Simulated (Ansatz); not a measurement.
`NBBr` and `NB(F)Br` differ in one atom or group.

Ansatz, PBE0-D4/def2-TZVP geometries, multiplicity 1. Each molecule was computed in one conformer, which needn't be the lowest.

Scalar relativity is left out up to krypton.

```tsv
property	`NBBr`
HOMO energy (B3LYP/def2-TZVPP) / eV	-7.76
size of the dipole moment (PBE/def2-TZVPP) / D	2.80
HOMO energy (PBE0/def2-TZVPP) / eV	-8.03
HOMO energy (PBE/def2-TZVPP) / eV	-6.73
HOMO–LUMO gap (PBE/def2-TZVPP) / eV	5.77
size of the dipole moment (B3LYP/def2-TZVPP) / D	2.81
```

Problem. Give the same properties after the change, and the shifts. (An estimate is asked.)

Solution. Ansatz gave: 
```json
{"property": "HOMO energy (B3LYP/def2-TZVPP) / eV", "`NB(F)Br`": "-8.02", "shift": "-0.26"}
{"property": "size of the dipole moment (PBE/def2-TZVPP) / D", "`NB(F)Br`": "2.84", "shift": "0.04"}
{"property": "HOMO energy (PBE0/def2-TZVPP) / eV", "`NB(F)Br`": "-8.28", "shift": "-0.25"}
{"property": "HOMO energy (PBE/def2-TZVPP) / eV", "`NB(F)Br`": "-6.94", "shift": "-0.21"}
{"property": "HOMO–LUMO gap (PBE/def2-TZVPP) / eV", "`NB(F)Br`": "6.70", "shift": "0.93"}
{"property": "size of the dipole moment (B3LYP/def2-TZVPP) / D", "`NB(F)Br`": "2.86", "shift": "0.05"}
```

With PBE0 the HOMO falls by 0.25 eV and the LUMO rises by 0.62 eV, so the gap widens by about 0.87 eV. PBE moves the HOMO by -0.21 eV and ωB97M-V by -0.25 eV. Dipoles are sizes alone; their direction can turn.

B3LYP here is the variant with VWN-RPA as its local correlation; programs differ in this.

Spin–orbit coupling is left out; it splits and shifts lone-pair levels of the heavy atoms by tenths of an eV.
